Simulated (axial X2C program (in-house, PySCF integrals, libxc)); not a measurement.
# RuB: from the spin-free to the two-component result

Calculated with an axial X2C code built on PySCF integrals. Spin-free means the one-electron spin-free X2C Hamiltonian; two-component (2c) means X2C with spin–orbit coupling and atomic mean-field two-electron Coulomb and Gaunt terms, so the difference of the two also holds small scalar two-electron terms. Basis: Ru dyall-cv3z [12s12p8d5f3g], B dyall-v3z [7s6p2d1f] (cores contracted in-house); Gaussian nuclei, density fitting, unrestricted open shells. Masses: Ru 101.904 u, B 11.009 u.

Spin-free state: M_S = 1/2, Λ = 2 (beyond evenly filled blocks: δ+α, δ+β, δ-α); fragments Ru + B.

```json
{"level": "PBE0", "Re (Å)": "1.692", "ωe (cm⁻¹)": "952.3", "De (eV)": "4.574", "μ (D)": "-3.60"}
{"level": "PBEsol", "Re (Å)": "1.704", "ωe (cm⁻¹)": "947.2", "De (eV)": "5.775", "μ (D)": "-3.37"}
```

Dipoles are positive if B is the positive end.

**Question.** Within this multiplet, which Ω should lie lowest by the rule for regular and inverted multiplets?

**Answer.** The open δ shell holds three electrons, one hole, so the multiplet is inverted: Ω = Λ + 1/2 = 5/2. The PBE0 2c search agrees.

Two-component determinant lowest at the distance of the search:

Ω = 5/2 (⟨Sz⟩ = 0.50, ⟨Lz⟩ = 2.00 at PBE0); fragments Ru + B.

| level | Re (Å) | ωe (cm⁻¹) | μ (D) |
| --- | --- | --- | --- |
| PBE0 | 1.692 | 951.8 | -3.61 |
| PBEsol | 1.704 | 946.8 | -3.38 |

**Question.** From the two tables, how do the constants change at the PBE0 level (2c against spin-free)?

**Answer.** At the PBE0 level Re is unchanged within 0.001 Å and ωe goes down by 0.5 cm⁻¹.

Occupations by symmetry block were frozen at the best pattern of an incomplete PBE0 search. De is counted from the lowest determinant-based energies of the atoms at the same level, without counterpoise correction. De is not given where an atomic determinant may have missed its ground term or J level, or where the truncated virtual space spoils (T). Density functionals use the spin component along the axis (collinear). Other states lie close and PBE0, whose exact exchange favours high spin, may order them wrongly; the determinant shown need not be the ground state. The nearest other spin-free determinant of the search, M_S = 3/2, Λ = 0, lies 0.39 eV up at the distance of the search. The functionals have no current-density term, which raises determinants with orbital currents, atoms included. At some level and bond length an empty orbital lies below a filled one. The determinant is spin-polarised beyond a pure state at some levels (its spin-free form has ⟨S²⟩ too high), which makes Re and μ there less reliable.
